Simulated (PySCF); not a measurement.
Input for PySCF: R-MP2/6-31G* on C2H6Si (SMILES C[Si]C), a point of a torsion scan.

```python
from pyscf import gto, scf, dft, mp
from pyscf.data.elements import chemcore

mol = gto.M(
    atom='''
    C     1.46406383   -0.09717424    0.04866203
    Si    0.23898048    0.84715708   -1.10181431
    C     0.04681229   -0.45077166   -2.50964081
    H     1.75471631   -1.08099607   -0.32326821
    H     2.37448671    0.48360483    0.19073215
    H     1.02657781   -0.23444764    1.03668833
    H     1.00609806   -0.67038684   -2.98017927
    H    -0.62637365   -0.10402016   -3.29145185
    H    -0.35357034   -1.39147039   -2.12941805
    ''',
    basis='6-31g*',
    cart=True,
    charge=0, spin=0, verbose=3, max_memory=1800)
mf = scf.RHF(mol)
mf.conv_tol = 1e-8
mf.max_cycle = 100
mf.kernel()
if not mf.converged:
    mf = mf.newton().run(mf.mo_coeff, mf.mo_occ)
pt = mp.MP2(mf, frozen=chemcore(mol)).run()
```

Q: Predict the final total energy.

A: -368.4264 hartree.
